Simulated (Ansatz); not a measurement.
A run for Ansatz (a program for electronic structure): U-CCSD(T)/def2-QZVPP on NaB, 2S+1 = 3, a spin state set in the input, which need not be the lowest, a point of a bond scan (R = 2.497 Å). Files ending in .json are basis or fitting sets from the Basis Set Exchange.

Ansatz 0.2 input:
```yaml
crystal:
  periodic: [false, false, false]
  atoms:
    - {symbol: B, position_ang: [0.00000000, 0.00000000, 0.00000000]}
    - {symbol: Na, position_ang: [0.00000000, 0.00000000, 2.49665300]}
basis:
  gaussian:
    orbitals: def2-QZVPP.json
    pivot_positions_ang: [[0.00000000, 0.00000000, 0.00000000], [0.00000000, 0.00000000, 2.49665300]]
magnetization: {spin_polarized: true, initial_magnetization: 2}
correlation: {method: ccsd_t, electrons: valence}
output: {orbitals: {seedname: ./end}}
```

Question: Predict the final total energy.

Answer: -186.6855 hartree (reference determinant -186.4036, T1 diagnostic 0.017).

Question: How many basis functions does it have, and what does it roughly cost on one machine?

Answer: 115 functions; around 2.1 core-minutes (rough).
